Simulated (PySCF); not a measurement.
Ge(F)3(NCO) (CF3GeNO), SMILES O=C=[N][Ge]([F])([F])[F].

Coordinates come from a B3LYP-D3(BJ)/def2-SVP optimisation. The structure was generated by enumeration, and PubChem lists no compound with its InChIKey, so it may never have been made. One conformer was computed; it need not be the lowest.

Vertical ionisation energy (IE) and electron affinity (EA) in eV. Rows of orbital energies are one-electron estimates. Where ΔSCF, EOM or ADC give a negative EA the extra electron is unbound and the value depends on the basis.

```csv
level,IE,EA
"−ε(HOMO), −ε(LUMO), B3LYP/def2-TZVP (PySCF)",9.70,1.90
"−ε(HOMO), −ε(LUMO), PBE/def2-TZVP (PySCF)",8.45,2.63
```
